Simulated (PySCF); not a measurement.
## Trend along group 4: MCl cations

CCSD(T) with triple-zeta basis sets in PySCF, for the lowest determinant that a PBE0 search found; no spin–orbit coupling. De refers to high-spin ground-configuration atoms (the charge goes to the atom of lower measured ionisation energy or higher electron affinity, which is not always the lowest computed limit).

| M | basis | reference, frozen orbitals | charged atom | state (unpaired electrons) | Re (Å) | ωe (cm⁻¹) | De (eV) |
| --- | --- | --- | --- | --- | --- | --- | --- |
| Ti | def2-TZVPPD | UHF, 10 | Ti+ | triplet (π ↑, δ ↑) | 2.199 | 478 | 3.97 |
| Zr | def2-TZVPPD | UHF, 5 | Zr+ | triplet (σ ↑, δ ↑) | 2.242 | 467 | 4.62 |
| Hf | def2-TZVPPD | UHF, 5 | Hf+ | triplet (σ ↑, δ ↑) | 2.243 | 446 | 4.43 |

The shortest bond is that of TiCl⁺ (2.199 Å), the longest that of HfCl⁺ (2.243 Å).

The state changes along the series, so neighbouring rows are not always alike in their bonding.

Correlated steps freeze the inner cores (5 to 10 orbitals); shallow outer-core shells are correlated. These are scalar-relativistic numbers at best; spin–orbit coupling would shift them, the dissociation energy most. For an ion De counts to the pair picked by the measured ionisation energies or electron affinities, which need not be the lowest pair at this level. With d or f electrons several states lie close, and the lowest PBE0 determinant need not be the measured ground state.
